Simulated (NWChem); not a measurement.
Species: CHCuO; SMILES [CuH]<-[C-]#[O+]

```xyz
4

Cu    -0.0013    -0.7604     0.0000
H     -0.0191    -2.2916     0.0000
O     -0.0008     2.2189     0.0000
C      0.0046     1.0896     0.0000
```
Atoms are numbered in this order, from 1.

Results from NWChem. Pople sets run with spherical d functions. The geometry was optimised at PBE0/def2-SVP. GIAO values for the isolated, static molecule; σ is the absolute isotropic shielding, δ = σ(reference) − σ with the isolated reference molecule computed at the same levels (13C: tetramethylsilane, 1H: tetramethylsilane, 17O: water).

For level LDA (Slater exchange, VWN5)/pcSseg-1:

σ Cu1 (ppm): 470.6
δ O3 (ppm): 353.2
δ C4 (ppm): 160.3

**Question.** How do the values read with level B3LYP/6-31G* instead?

**Answer.** 
- σ Cu1 (ppm) = 359.0
- δ O3 (ppm) = 305.6
- δ C4 (ppm) = 154.9
